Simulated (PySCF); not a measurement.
## Telling isomers of C6H14OSi2 apart by NMR

- coordinates at the GFN2-xTB level
- GIAO PBE0/pcSseg-1 shieldings
- program: PySCF 2.14
- in vacuum, rapidly exchanging positions averaged, non-relativistic Hamiltonian, single conformer

Chemical shifts δ = σref − σ; ¹H (31.72 ppm) and ¹³C (186.93 ppm) vs TMS, all at this level. Where no couplings were computed, multiplicities follow the n + 1 count of equivalent neighbours, and m marks all less simple cases (inequivalent or close neighbours, rings, F or P nearby). Shifts are as computed. Against solution values, carbons near 30 ppm lie about +3 ppm off and those near 130 ppm about +5 ppm. Of 1211 compounds with measured shifts, 218 miss one by over three times the rms of a fit or turn the order of signals round; such compounds aren't used in these exercises.

(1) Tabulate the signals of `C[C@@H]1CC[C@H]2[SiH2]O[SiH2][C@@H]12`, `C=C(C)[C@@H]1[SiH2][C@H]1O[SiH2]C`, `C=C(C)[Si@H]([SiH3])C1COC1` and their relative energies.

(2) What is the quickest way to tell C=C(C)[C@@H]1[SiH2][C@H]1O[SiH2]C from C=C(C)[Si@H]([SiH3])C1COC1?

(3) What is the quickest way to tell C[C@@H]1CC[C@H]2[SiH2]O[SiH2][C@@H]12 from C=C(C)[Si@H]([SiH3])C1COC1?

(4) What is the quickest way to tell C[C@@H]1CC[C@H]2[SiH2]O[SiH2][C@@H]12 from C=C(C)[C@@H]1[SiH2][C@H]1O[SiH2]C?

Results:

(1) 
```tsv
SMILES	carbon types	δC	δH	E rel. (kcal/mol)
C[C@@H]1CC[C@H]2[SiH2]O[SiH2][C@@H]12	3×CH 2×CH2 1×CH3	44.6, 44.3, 39.7, 36.0, 32.6, 23.2	5.30 (m, 1H), 5.24 (m, 1H), 5.04 (m, 1H), 5.01 (m, 1H), 2.03 (m, 1H), 2.02 (m, 1H), 1.99 (m, 1H), 1.81 (m, 1H), 1.52 (m, 1H), 1.44 (m, 1H), 1.21 (m, 1H), 1.11 (d, 3H)	0.0
C=C(C)[C@@H]1[SiH2][C@H]1O[SiH2]C	1×C 2×CH 1×CH2 2×CH3	157.8, 106.8, 64.8, 29.7, 28.5, -1.2	5.13 (m, 1H), 4.83 (m, 1H), 4.77 (br s, 1H), 4.22 (m, 1H), 4.07 (br s, 1H), 3.36 (m, 1H), 2.71 (m, 1H), 2.11 (s, 3H), 1.16 (m, 1H), 0.25 (m, 3H)	78.3
C=C(C)[Si@H]([SiH3])C1COC1	1×C 1×CH 3×CH2 1×CH3	152.3, 135.0, 76.0, 75.3, 27.2, 21.5	5.95 (br s, 1H), 5.70 (br s, 1H), 5.32 (m, 1H), 5.30 (m, 1H), 4.66 (m, 1H), 4.47 (m, 1H), 4.40 (m, 1H), 3.56 (d, 3H), 2.53 (m, 1H), 1.81 (s, 3H)	95.7
```

Energies are electronic energies at PBE0/pcSseg-1 on these geometries, without zero-point or thermal terms, each for the one conformer computed, which needn't be the lowest.

(2) Both give the same number of carbon signals, but DEPT or the intensities differ. The first has a three-membered-ring carbon (CH) at 64.8 ppm, the second an sp3 CH2 bonded to O at 75.3 ppm. Their most deshielded carbons lie at 157.8 and 152.3 ppm. In the proton spectra the most deshielded non-exchanging signals are 5.13 (m, 1H) and 5.95 (br s, 1H).

(3) Both give the same number of carbon signals, but DEPT or the intensities differ. The first has an sp3 CH2 in a ring at 36.0 ppm, the second a fully substituted alkene carbon (C) at 152.3 ppm. Their most deshielded carbons lie at 44.6 and 152.3 ppm. In the proton spectra the most deshielded non-exchanging signals are 5.30 (m, 1H) and 5.95 (br s, 1H).

(4) Both give the same number of carbon signals, but DEPT or the intensities differ. The first has an sp3 CH2 in a ring at 44.6 ppm, the second a fully substituted alkene carbon (C) at 157.8 ppm.
